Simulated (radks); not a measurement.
Results of a calculation; reference values are marked as such.
Cd+, 47 electrons, occupied as [Kr] 4d10 6s1 (not the ground configuration). Level of theory: Dirac Kohn-Sham, PBE, spin-unpolarised, spherical densities, point nucleus (a radial shooting solver on a logarithmic mesh with Libxc functionals).

Radial electron density D(r) = 4 pi r^2 rho(r):

r (bohr)  D(r) (e/bohr)
0.001432          2.550
0.001957          4.349
0.002673          7.282
0.003652          11.89
0.004989          18.76
0.006815          28.25
0.009237          39.63
0.01262           51.62
0.01724           60.32
0.02355           61.93
0.03217           56.91
0.04396           53.58
0.06005           61.80
0.08204           75.85
0.1121            74.30
0.1531            57.15
0.2092            55.13
0.2858            63.21
0.3873            45.43
0.5291            20.80
0.7228            19.26
0.9875            18.95
1.349             10.21
1.843             3.429
2.518            0.7472
3.44             0.1035
4.699            0.1767
6.42             0.2230
8.771           0.06910
11.98          0.005145

D(r) has 5 maxima, at r = 0.0214, 0.0940, 0.279, 0.848, 5.83 bohr, and minima at 0.0422, 0.183, 0.621, 3.70 bohr, inside which lie 2.03, 11.17, 29.03, 46.06 electrons.
